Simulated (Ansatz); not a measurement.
One elementary step

Start structure (BNH3BrF2, singlet), relaxed at PBE0-D4/def2-TZVP:

```xyz
8
angstrom
B -0.2528 0.2560 -0.7183
Br 1.1683 -0.6650 -1.8378
F -1.5004 -0.2361 -0.9384
F -0.1570 1.6112 -0.7528
H 1.0615 0.1458 1.0447
N 0.1231 -0.1718 0.8191
H 0.0960 -1.1833 0.9110
H -0.5386 0.2432 1.4724
```

The step: BBrF₂ ([F][B]([F])[Br]) + NH₃ → BNH₂F₂ ([NH2][B]([F])[F]) + HBr; bonds formed: Br2–H5; dative contacts that become bonds: B1–N6; bonds broken: B1–Br2, H5–N6. Computed with Ansatz 0.2.0 (basis: def2-TZVPP and def2-QZVPP); correlated methods freeze the cores. Filled d shells of the heavier atoms are correlated. The def2 sets are not built for correlating such inner shells, so the correlated values are less sure here. Extrapolation: Hartree–Fock as exp(−7.88 √X), correlation as X^−2.97. Energies below are by CCSD(T) at an estimated basis limit (MP2 extrapolated from triple and quadruple zeta, plus CCSD(T) − MP2 in triple zeta).

Question: What are the electronic barrier and the energy of the step, from the start structure to the end structure? (To be estimated.)

Answer: The calculation gives: Barrier 25.64 kcal/mol; step energy 11.50 kcal/mol (uphill); reverse barrier, their difference, 14.14 kcal/mol. Barrier and step energy count from the start structure, the reverse barrier from the end structure.

The saddle point: One imaginary mode of 640i cm⁻¹.
```json
{"pair": "B1–N6", "start (Å)": "1.64", "saddle (Å)": "1.50", "end (Å)": "1.41"}
{"pair": "Br2–H5", "start (Å)": "3.00", "saddle (Å)": "1.78", "end (Å)": "1.44"}
{"pair": "B1–Br2", "start (Å)": "2.03", "saddle (Å)": "2.84", "end (Å)": "4.10"}
{"pair": "H5–N6", "start (Å)": "1.02", "saddle (Å)": "1.21", "end (Å)": "2.07"}
```

Zero-point energy (harmonic, PBE0-D4): ZPE is 31.92 kcal/mol at the start and 28.26 kcal/mol at the saddle, so the barrier goes from 25.64 to 21.98 kcal/mol.

First-order rate constant out of the start structure at 298 K by transition-state theory, with harmonic vibrational free energies alone and no tunnelling: ΔA‡ = 21.90 kcal/mol, so k = (kB T/h) exp(−ΔA‡/kB T) ≈ 10^-3 s⁻¹ (an order of magnitude at best: rotation, the number of equivalent paths and anharmonicity are left out).

No T1 diagnostic of these runs exceeds 0.011.

The step is the kind of exchange with an N–H group that builds nitride films in atomic layer and chemical vapour deposition.

Labels in which every atom is bracketed show which atoms are joined, not bond orders.

For scale, one of the runs: CCSD(T)/def2-TZVPP, 214 basis functions, launched by `ansatz run in.yaml --threads 8 --pin off --events-out ev --progress --plain --max-ram 19148MiB`. Hardware: 8 CPU threads of an Intel Xeon Platinum 8488C, shared host. Wall time 54 s; peak host memory 3.6 GiB.
